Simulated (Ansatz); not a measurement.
Species: sum formula BNH3, net charge 1, singlet state. 
Structure (B3LYP-D3(BJ)/def2-TZVP (Ansatz, an electronic-structure program) minimum search):
```xyz
5

B      0.7782    -0.0947    -0.0152
N     -0.5234     0.0637     0.0102
H      1.9379    -0.2359    -0.0377
H     -0.9781     0.9707     0.1288
H     -1.1866    -0.7071    -0.0866
```
Charge +1, spin multiplicity 1.

Parts of the frozen-core correlation energy in STO-3G (Ansatz, hartree). Frozen orbitals: 2; correlated occupied orbitals by spin: 5 and 5; virtual: 6 and 6. Spin-orbit coupling is left out. Non-relativistic.

| term | value |
|---|---|
| reference (HF) | -79.62918 |
| MP2 opposite-spin | -0.07741 |
| MP2 same-spin | -0.01428 |
| CCSD correlation | -0.11478 |
| (T) | -0.00284 |
| FCI minus CCSD(T) | -0.00045 |
| T1 diagnostic | 0.022 |
| largest doubles amplitude | 0.127 |
